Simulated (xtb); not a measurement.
Job for xtb: GFN2-xTB on C2H6Ge (SMILES C=[CH][GeH3]), a point of a torsion scan.

```
$ xtb mol.xyz --gfn 2 --opt vtight --chrg 0 --uhf 0 --input xcontrol
9

C      1.53794361    -0.14517623    -0.29320726
C      0.55737515     0.05436935     0.58002407
Ge    -1.28607606     0.09995343     0.03647197
H      1.33044850    -0.28866274    -1.33989497
H      2.54997324    -0.16559709     0.03582636
H      0.77241480     0.19741371     1.62706937
H     -2.09389500    -1.01818906     0.76448041
H     -1.41393807    -0.19444661    -1.46141233
H     -1.95079889     1.44234653     0.46468142
$constrain
  force constant=1.0
  dihedral: 1,2,3,7,120.0
$end
```

Program output:

```
[...]
           -------------------------------------------------
          |                Calculation Setup                |
           -------------------------------------------------



           -------------------------------------------------
          |                 G F N 2 - x T B                 |
           -------------------------------------------------

        Reference                      10.1021/acs.jctc.8b01176
      * Hamiltonian:
        H0-scaling (s, p, d)           1.850000    2.230000    2.230000
        zeta-weighting                 0.500000
      * Dispersion:
        s8                             2.700000
        a1                             0.520000
        a2                             5.000000
        s9                             5.000000
      * Repulsion:
        kExp                           1.500000    1.000000
        rExp                           1.000000
      * Coulomb:
        alpha                          2.000000
        third order                    shell-resolved
        anisotropic                    true
        a3                             3.000000
        a5                             4.000000
        cn-shift                       1.200000
        cn-exp                         4.000000
        max-rad                        5.000000


          ...................................................
          :                      SETUP                      :
          :.................................................:
          :  # basis functions                  24          :
          :  # atomic orbitals                  23          :
          :  # shells                           13          :
          :  # electrons                        18          :
          :  max. iterations                   250          :
          :  Hamiltonian                  GFN2-xTB          :
          :  restarted?                      false          :
          :  GBSA solvation                  false          :
          :  PC potential                    false          :
          :  electronic temp.          300.0000000     K    :
          :  accuracy                    1.0000000          :
          :  -> integral cutoff          0.2500000E+02      :
          :  -> integral neglect         0.1000000E-07      :
          :  -> SCF convergence          0.1000000E-05 Eh   :
          :  -> wf. convergence          0.1000000E-03 e    :
          :  Broyden damping             0.4000000          :
          :  net charge                          0          :
          :  unpaired electrons                  0          :
          ...................................................

 iter      E             dE          RMSdq      gap      omega  full diag
   1     -9.2560971 -0.925610E+01  0.580E+00    4.87       0.0  T
   2     -9.2935452 -0.374481E-01  0.649E+00    4.70       1.0  T
   3     -9.3315481 -0.380029E-01  0.333E+00    4.91       1.0  T
   4     -9.3215093  0.100388E-01  0.234E+00    4.79       1.0  T
   5     -9.3325533 -0.110441E-01  0.170E-01    4.88       1.0  T
   6     -9.3325858 -0.325049E-04  0.140E-01    4.89       1.0  T
   7     -9.3326120 -0.261492E-04  0.307E-02    4.89       1.1  T
   8     -9.3326166 -0.465919E-05  0.612E-03    4.89       5.4  T
   9     -9.3326167 -0.457107E-07  0.142E-03    4.89      23.5  T
  10     -9.3326167 -0.149792E-08  0.682E-04    4.89      48.9  T
  11     -9.3326167 -0.126770E-09  0.252E-04    4.89     132.2  T

   *** convergence criteria satisfied after 11 iterations ***

         #    Occupation            Energy/Eh            Energy/eV
      -------------------------------------------------------------
         1        2.0000           -0.6283434             -17.0981
       ...           ...                  ...                  ...
         3        2.0000           -0.5466561             -14.8753
         4        2.0000           -0.5043432             -13.7239
         5        2.0000           -0.4688924             -12.7592
         6        2.0000           -0.4409136             -11.9979
         7        2.0000           -0.4327073             -11.7746
         8        2.0000           -0.4155524             -11.3078
         9        2.0000           -0.4115724             -11.1995 (HOMO)
        10                         -0.2320084              -6.3133 (LUMO)
        11                         -0.1203647              -3.2753
        12                         -0.1053592              -2.8670
        13                         -0.0994341              -2.7057
        14                         -0.0131427              -0.3576
       ...                                ...                  ...
        23                          0.9938006              27.0427
      -------------------------------------------------------------
                  HL-Gap            0.1795640 Eh            4.8862 eV
             Fermi-level           -0.3217904 Eh           -8.7564 eV

 SCC (total)  
[...]
   Fermi-level           -0.3201505 Eh           -8.7117 eV

 SCC (total)                   0 d,  0 h,  0 min,  0.002 sec
 SCC setup                      ...        0 min,  0.000 sec (  1.903%)
 Dispersion                     ...        0 min,  0.000 sec (  0.775%)
 classical contributions        ...        0 min,  0.000 sec (  0.319%)
 integral evaluation            ...        0 min,  0.000 sec ( 25.096%)
 iterations                     ...        0 min,  0.000 sec ( 24.350%)
 molecular gradient             ...        0 min,  0.001 sec ( 43.878%)
 printout                       ...        0 min,  0.000 sec (  3.418%)

         :::::::::::::::::::::::::::::::::::::::::::::::::::::
         ::                     SUMMARY                     ::
         :::::::::::::::::::::::::::::::::::::::::::::::::::::
         :: total energy              -9.206712060476 Eh    ::
         :: gradient norm              0.000068183113 Eh/a0 ::
         :: HOMO-LUMO gap              4.999679464187 eV    ::
         ::.................................................::
         :: SCC energy                -9.340509670426 Eh    ::
         :: -> isotropic ES           -0.000472324262 Eh    ::
         :: -> anisotropic ES          0.001862175650 Eh    ::
         :: -> anisotropic XC          0.007101808329 Eh    ::
         :: -> dispersion             -0.004056041693 Eh    ::
         :: repulsion energy           0.133797606897 Eh    ::
         :: add. restraining           0.000000003053 Eh    ::
         :: total charge               0.000000000000 e     ::
         :::::::::::::::::::::::::::::::::::::::::::::::::::::

           -------------------------------------------------
          |                Property Printout                |
           -------------------------------------------------

    * Orbital Energies and Occupations

         #    Occupation            Energy/Eh            Energy/eV
      -------------------------------------------------------------
         1        2.0000           -0.6275359             -17.0761
         2        2.0000           -0.6052690             -16.4702
         3        2.0000           -0.5452695             -14.8375
         4        2.0000           -0.5023931             -13.6708
         5        2.0000           -0.4664751             -12.6934
         6        2.0000           -0.4434076             -12.0657
         7        2.0000           -0.4353440             -11.8463
         8        2.0000           -0.4165813             -11.3358
         9        2.0000           -0.4120180             -11.2116 (HOMO)
        10                         -0.2282831              -6.2119 (LUMO)
        11                         -0.1147451              -3.1224
        12                         -0.1003442              -2.7305
        13                         -0.0971330              -2.6431
        14                          0.0232176               0.6318
        15                          0.0444873               1.2106
        16                          0.0560192               1.5244
        17                          0.1573854               4.2827
        18                          0.2097402               5.7073
        19                          0.3760310              10.2323
        20                          0.5813253              15.8187
       ...                                ...                  ...
        23                          1.0776467              29.3243
      -------------------------------------------------------------
                  HL-Gap            0.1837348 Eh            4.9997 eV
             Fermi-level           -0.3201505 Eh           -8.7117 eV

     #   Z          covCN         q      C6AA      α(0)
     1   6 C        2.856    -0.071    29.759     8.941
     2   6 C        2.797    -0.068    29.671     8.923
     3  32 Ge       3.732     0.087   170.071    23.411
     4   1 H        0.926     0.044     2.392     2.418
     5   1 H        0.926     0.038     2.482     2.464
     6   1 H        0.925     0.039     2.465     2.455
     7   1 H        0.939    -0.023     3.494     2.922
     8   1 H        0.939    -0.022     3.473     2.913
     9   1 H        0.939    -0.023     3.492     2.922

 Mol. C6AA /au·bohr⁶  :       1167.229639
 Mol. C8AA /au·bohr⁸  :      48009.269150
 Mol. α(0) /au        :         57.370583


Wiberg/Mayer (AO) data.
largest (>0.10) Wiberg bond orders for each atom

 ---------------------------------------------------------------------------
     #   Z sym  total        # sym  WBO       # sym  WBO       # sym  WBO
 ---------------------------------------------------------------------------
     1   6 C    3.992 --     2 C    1.976     5 H    0.973     4 H    0.972
     2   6 C    3.982 --     1 C    1.976     6 H    0.958     3 Ge   0.923
     3  32 Ge   3.614 --     2 C    0.923     8 H    0.869     9 H    0.866
                             7 H    0.866
     4   1 H    0.998 --     1 C    0.972
     5   1 H    0.999 --     1 C    0.973
     6   1 H    0.998 --     2 C    0.958
     7   1 H    0.999 --     3 Ge   0.866
     8   1 H    1.000 --     3 Ge   0.869
     9   1 H    0.999 --     3 Ge   0.866
 ---------------------------------------------------------------------------

Topologies differ in total number of bonds
Writing topology from bond orders to xtbtopo.mol

molecular dipole:
                 x           y           z       tot (Debye)
 q only:        0.100      -0.007      -0.009
   full:        0.318      -0.012       0.046       0.818
molecular quadrupole (traceless):
                xx          xy          yy          xz          yz          zz
 q only:        0.230      -0.065      -0.524      -0.088       0.140       0.294
  q+dip:        0.011      -0.166      -1.597      -0.327       0.539       1.586
   full:       -0.342      -0.042      -0.755      -0.013       0.302       1.097

           -------------------------------------------------
          |                Geometry Summary                 |
           -------------------------------------------------

      molecular mass/u    :      102.6966665
   center of mass at/Å    :       -0.6949931       0.0440419       0.0706976
  moments of inertia/u·Å² :        0.1473444E+02   0.1327652E+03   0.1416961E+03
rotational constants/cm⁻¹ :        0.1144097E+01   0.1269733E+00   0.1189704E+00

 * 7 selected distances

     #   Z          #   Z                                           value/Å
     1   6 C        2   6 C                                       1.3231652
     1   6 C        4   1 H                                       1.0793124 (min)
     1   6 C        5   1 H                                       1.0799470
     2   6 C        6   1 H                                       1.0836928
     3  32 Ge       7   1 H                                       1.4954199 (max)
     3  32 Ge       8   1 H                                       1.4924870
     3  32 Ge       9   1 H                                       1.4953771

 * 3 distinct bonds (by element types)

   Z      Z             #   av. dist./Å        max./Å        min./Å
   1 H    6 C           3     1.0809841     1.0836928     1.0793124
   6 C    6 C           1     1.3231652     1.3231652     1.3231652
   1 H   32 Ge          3     1.4944280     1.4954199     1.4924870


optimized geometry written to: xtbopt.xyz


           -------------------------------------------------
          | TOTAL ENERGY               -9.206712060476 Eh   |
          | GRADIENT NORM               0.000068183113 Eh/α |
          | HOMO-LUMO GAP               4.999679464187 eV   |
Note: The following floating-point exceptions are signalling: IEEE_UNDERFLOW_FLAG IEEE_DENORMAL
normal termination of xtb
           -------------------------------------------------

------------------------------------------------------------------------
------------------------------------------------------------------------
 total:
 SCF:
 ANC optimizer:
```

The run finished.

Warnings raised: the energy holds the restraint's term.

Cost: about 0.05 core-seconds (a rough figure).
